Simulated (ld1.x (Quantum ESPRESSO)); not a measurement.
**silicon: TM semilocal pseudisation with PBEsol, scalar-relativistic reference atom.**

Input for ld1.x (Quantum ESPRESSO) 7.5:

```
&input
   title='Si', zed=14., rel=1, dft='PBESOL', iswitch=3,
   config='[Ne] 3s2 3p0 3d-2',
   nld=3, rlderiv=1.50, eminld=-4.0, emaxld=5.0, deld=0.02
 /
 &inputp
   pseudotype=1, tm=.true., lloc=0,
   nlcc=.true., new_core_ps=.true., rcore=0.95,
   file_pseudopw='Si.pp', file_wfcaegen='ae.wfc', file_wfcncgen='nc.wfc'
 /
3
3P  2  1   0.00   0.00  1.35  1.35  0.0
3D  3  2  -2.00   0.05  1.30  1.30  0.0
3S  1  0   2.00   0.00  1.20  1.20  0.0
 &test
   configts(1)='3s2 3p0'
 /
```

Command:

```bash
ld1.x < Si.in > Si.out
```

Resulting log (shortened: banner, matrices, multipoles, cross overlaps and the repeated all-electron block are left out):

```
Program LD1 v.7.5
     --------------------------- All-electron run ----------------------------

     Si
     scalar relativistic calculation

     atomic number is 14.00
     dft =PBESOL   lsd =0 sic =0 latt =0  beta=0.20 tr2=1.0E-14
     Exchange-correlation= PBESOL
                           (   1   4  10   8   0   0   0)
     mesh =1141 r(mesh) = 100.57892 a.u. xmin = -7.00 dx = 0.01250
     1 Ry =  13.60569312 eV, c = 137.03599908

     n l     nl                  e(Ry)          e(Ha)          e(eV)
     1 0     1S 1( 2.00)      -132.6080       -66.3040     -1804.2234
     2 0     2S 1( 2.00)       -11.7906        -5.8953      -160.4193
     2 1     2P 1( 6.00)        -8.5818        -4.2909      -116.7617
     3 0     3S 1( 2.00)        -2.0939        -1.0470       -28.4891
     3 1     3P 1( 0.00)        -1.5048        -0.7524       -20.4743

     final scf error:  6.5E-15 reached in  19 iterations

     Etot =    -576.857661 Ry,    -288.428831 Ha,   -7848.548313 eV

     Ekin =     578.243028 Ry,     289.121514 Ha,    7867.397187 eV
     Encl =   -1360.220529 Ry,    -680.110264 Ha,  -18506.743094 eV
     Eh   =     244.291959 Ry,     122.145979 Ha,    3323.761422 eV
     Exc  =     -39.172119 Ry,     -19.586059 Ha,    -532.963828 eV

     normalization and overlap integrals

     s(1S/1S) =  1.000000  <r> =   0.1114  <r2> =    0.0167  r(max) =   0.0723
     s(2S/2S) =  1.000000  <r> =   0.5680  <r2> =    0.3855  r(max) =   0.4543
     s(2P/2P) =  1.000000  <r> =   0.5365  <r2> =    0.3630  r(max) =   0.3861
     s(3S/3S) =  1.000000  <r> =   1.9519  <r2> =    4.3625  r(max) =   1.6878
     s(3P/3P) =  1.000000  <r> =   2.2289  <r2> =    5.7509  r(max) =   1.9126

     ------------------------ End of All-electron run ------------------------

     --------------------- Generating NC pseudopotential ---------------------

      Generating local pot.: lloc=0, matching radius rcloc =   1.2000

      Computing core charge for nlcc:

       r > 0.96 : true rho core
      Core charge pseudized with two Bessel functions
      Integrated core pseudo-charge :   5.77

      Wfc   3P  rcut= 1.365  Using Troullier-Martins method

      Wfc   3D  rcut= 1.298  Using Troullier-Martins method

     ------------------- End of pseudopotential generation -------------------

     Computing logarithmic derivative in   1.49887
     Computing logarithmic derivative in   1.49887
     Computing the partial wave expansion
       no projector for channel:   0
     R is outside the sphere for l=    1 j= 0.00
     R is outside the sphere for l=    2 j= 0.00

     ---------------------- Testing the pseudopotential ----------------------

     Si
     scalar relativistic calculation

     atomic number is 14.00   valence charge is  4.00
     dft =PBESOL   lsd =0 sic =0 latt =0  beta=0.20 tr2=1.0E-14
     mesh =1141 r(mesh) = 100.57892 xmin = -7.00 dx = 0.01250

     n l     nl             e AE (Ry)        e PS (Ry)    De AE-PS (Ry)
     1 0     3S   1( 2.00)       -2.09391       -2.09390       -0.00001
     2 1     3P   1( 0.00)       -1.50483       -1.50482       -0.00001

     eps = 3.0E-15  iter =  9

     Etot =    -576.857661 Ry,    -288.428831 Ha,   -7848.548313 eV
     Etotps =   -17.293593 Ry,      -8.646796 Ha,    -235.291319 eV

     Ekin =       1.496307 Ry,       0.748154 Ha,      20.358294 eV
     Encl =      -7.854140 Ry,      -3.927070 Ha,    -106.861014 eV
     Ehrt =       1.839158 Ry,       0.919579 Ha,      25.023024 eV
     Ecxc =     -12.774919 Ry,      -6.387459 Ha,    -173.811623 eV
     (Ecc =     -11.504793 Ry,      -5.752397 Ha,    -156.530684 eV)

     ---------------------- End of pseudopotential test ----------------------
```

Generation and configuration tests took about 1.1 s on one core of a shared server CPU.

Transferability test of the new file with ld1.x, input:

```
&input
   title='Si', zed=14., rel=1, dft='PBESOL', iswitch=2,
   config='[Ne] 3s2 3p0 3d-2'
 /
 &test
   file_pseudo='Si.pp', nconf=8,
   configts(1)='3s2 3p0',
   configts(2)='3s2 3p2',
   configts(3)='3s2 3p1',
   configts(4)='3s1 3p0',
   configts(5)='3s1 3p3',
   configts(6)='3s2 3p2.3',
   configts(7)='3s2 3p1.5',
   configts(8)='3s1 3p2'
 /
```

```bash
ld1.x < Si.test.in > Si.test.out
```

Pseudopotential blocks of its output, shortened (energy terms left out):

```
     ---------------------- Testing the pseudopotential ----------------------

     n l     nl             e AE (Ry)        e PS (Ry)    De AE-PS (Ry)
     1 0     3S   1( 2.00)       -2.09391       -2.09390       -0.00001
     2 1     3P   1( 0.00)       -1.50483       -1.50482       -0.00001

     eps = 3.6E-15  iter =  9

     Etot =    -576.857661 Ry,    -288.428831 Ha,   -7848.548313 eV
     Etotps =   -17.293593 Ry,      -8.646796 Ha,    -235.291319 eV

     ---------------------- End of pseudopotential test ----------------------

          ---------------------- Testing the pseudopotential ----------------------

     n l     nl             e AE (Ry)        e PS (Ry)    De AE-PS (Ry)
     1 0     3S   1( 2.00)       -0.79147       -0.79332        0.00185
     2 1     3P   1( 2.00)       -0.29819       -0.29936        0.00117

     eps = 9.9E-15  iter = 19

     Etot =    -578.597829 Ry,    -289.298915 Ha,   -7872.224505 eV
     Etotps =   -19.036056 Ry,      -9.518028 Ha,    -258.998730 eV
     dEtot_ae =      -1.740168 Ry
     dEtot_ps =      -1.742463 Ry,   Delta E=       0.002295 Ry

     ---------------------- End of pseudopotential test ----------------------

          ---------------------- Testing the pseudopotential ----------------------

     n l     nl             e AE (Ry)        e PS (Ry)    De AE-PS (Ry)
     1 0     3S   1( 2.00)       -1.39551       -1.39721        0.00171
     2 1     3P   1( 1.00)       -0.85454       -0.85592        0.00138

     eps = 6.3E-15  iter = 13

     Etot =    -578.030952 Ry,    -289.015476 Ha,   -7864.511747 eV
     Etotps =   -18.467758 Ry,      -9.233879 Ha,    -251.266647 eV
     dEtot_ae =      -1.173291 Ry
     dEtot_ps =      -1.174165 Ry,   Delta E=       0.000874 Ry

     ---------------------- End of pseudopotential test ----------------------

          ---------------------- Testing the pseudopotential ----------------------

     n l     nl             e AE (Ry)        e PS (Ry)    De AE-PS (Ry)
     1 0     3S   1( 1.00)       -2.89271       -2.89220       -0.00051
     2 1     3P   1( 0.00)       -2.25619       -2.25476       -0.00143

     eps = 1.1E-15  iter =  7

     Etot =    -574.366136 Ry,    -287.183068 Ha,   -7814.649383 eV
     Etotps =   -14.802661 Ry,      -7.401331 Ha,    -201.400466 eV
     dEtot_ae =       2.491525 Ry
     dEtot_ps =       2.490932 Ry,   Delta E=       0.000594 Ry

     ---------------------- End of pseudopotential test ----------------------

          ---------------------- Testing the pseudopotential ----------------------

     n l     nl             e AE (Ry)        e PS (Ry)    De AE-PS (Ry)
     1 0     3S   1( 1.00)       -0.84646       -0.84812        0.00165
     2 1     3P   1( 3.00)       -0.34141       -0.34235        0.00094

     eps = 5.5E-15  iter = 18

     Etot =    -578.098533 Ry,    -289.049266 Ha,   -7865.431232 eV
     Etotps =   -18.536064 Ry,      -9.268032 Ha,    -252.195994 eV
     dEtot_ae =      -1.240872 Ry
     dEtot_ps =      -1.242471 Ry,   Delta E=       0.001599 Ry

     ---------------------- End of pseudopotential test ----------------------

          ---------------------- Testing the pseudopotential ----------------------

     n l     nl             e AE (Ry)        e PS (Ry)    De AE-PS (Ry)
     1 0     3S   1( 2.00)       -0.63651       -0.63812        0.00161
     2 1     3P   1( 2.30)       -0.15663       -0.15749        0.00086

     eps = 5.2E-15  iter = 21

     Etot =    -578.665689 Ry,    -289.332845 Ha,   -7873.147789 eV
     Etotps =   -19.104225 Ry,      -9.552113 Ha,    -259.926227 eV
     dEtot_ae =      -1.808028 Ry
     dEtot_ps =      -1.810632 Ry,   Delta E=       0.002604 Ry

     ---------------------- End of pseudopotential test ----------------------

          ---------------------- Testing the pseudopotential ----------------------

     n l     nl             e AE (Ry)        e PS (Ry)    De AE-PS (Ry)
     1 0     3S   1( 2.00)       -1.07904       -1.08101        0.00197
     2 1     3P   1( 1.50)       -0.56219       -0.56364        0.00145

     eps = 1.0E-14  iter = 15

     Etot =    -578.384058 Ry,    -289.192029 Ha,   -7869.315998 eV
     Etotps =   -18.821605 Ry,      -9.410803 Ha,    -256.080986 eV
     dEtot_ae =      -1.526397 Ry
     dEtot_ps =      -1.528012 Ry,   Delta E=       0.001616 Ry

     ---------------------- End of pseudopotential test ----------------------

          ---------------------- Testing the pseudopotential ----------------------

     n l     nl             e AE (Ry)        e PS (Ry)    De AE-PS (Ry)
     1 0     3S   1( 1.00)       -1.44883       -1.45036        0.00153
     2 1     3P   1( 2.00)       -0.90079       -0.90185        0.00106

     eps = 9.1E-16  iter = 12

     Etot =    -577.486398 Ry,    -288.743199 Ha,   -7857.102712 eV
     Etotps =   -17.922810 Ry,      -8.961405 Ha,    -243.852248 eV
     dEtot_ae =      -0.628737 Ry
     dEtot_ps =      -0.629217 Ry,   Delta E=       0.000480 Ry

     ---------------------- End of pseudopotential test ----------------------
```
